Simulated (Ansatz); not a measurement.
Start from `[SH][GeH3]` and change one element to get `[GeH3][TeH]`.

Ansatz, PBE0-D4/def2-TZVP geometries, multiplicity 1. 

Elements past krypton have def2 core potentials. Scalar relativity is left out up to krypton.

```
                                                                                  property  `[SH][GeH3]`
                                                        HOMO energy (PBE0/def2-TZVPP) / eV         -7.32
                                                      HOMO–LUMO gap (PBE0/def2-TZVPP) / eV          7.33
ideal-gas entropy at 298 K and 1 bar (rigid rotor, harmonic PBE0-D4/def2-TZVP) / J/(mol·K)           287
                                                   HOMO–LUMO gap (ωB97M-V/def2-TZVPP) / eV         11.37
                                                     HOMO–LUMO gap (B3LYP/def2-TZVPP) / eV          6.80
                                                        LUMO energy (PBE0/def2-TZVPP) / eV          0.01
```

(1) Give the same properties after the change, and the shifts. (Best estimate.)

Answers

(1) Computed: 
```json
{"property": "HOMO energy (PBE0/def2-TZVPP) / eV", "`[GeH3][TeH]`": "-6.46", "shift": "0.86"}
{"property": "HOMO–LUMO gap (PBE0/def2-TZVPP) / eV", "`[GeH3][TeH]`": "5.56", "shift": "-1.77"}
{"property": "ideal-gas entropy at 298 K and 1 bar (rigid rotor, harmonic PBE0-D4/def2-TZVP) / J/(mol·K)", "`[GeH3][TeH]`": "311", "shift": "24"}
{"property": "HOMO–LUMO gap (ωB97M-V/def2-TZVPP) / eV", "`[GeH3][TeH]`": "9.40", "shift": "-1.97"}
{"property": "HOMO–LUMO gap (B3LYP/def2-TZVPP) / eV", "`[GeH3][TeH]`": "5.09", "shift": "-1.71"}
{"property": "LUMO energy (PBE0/def2-TZVPP) / eV", "`[GeH3][TeH]`": "-0.89", "shift": "-0.90"}
```

With PBE0 the HOMO rises by 0.86 eV and the LUMO falls by 0.90 eV, so the gap narrows by about 1.76 eV. PBE moves the HOMO by 0.66 eV and ωB97M-V by 0.97 eV.

B3LYP here is the variant with VWN-RPA as its local correlation; programs differ in this.

Spin–orbit coupling is left out; it splits and shifts lone-pair levels of the heavy atoms by tenths of an eV.
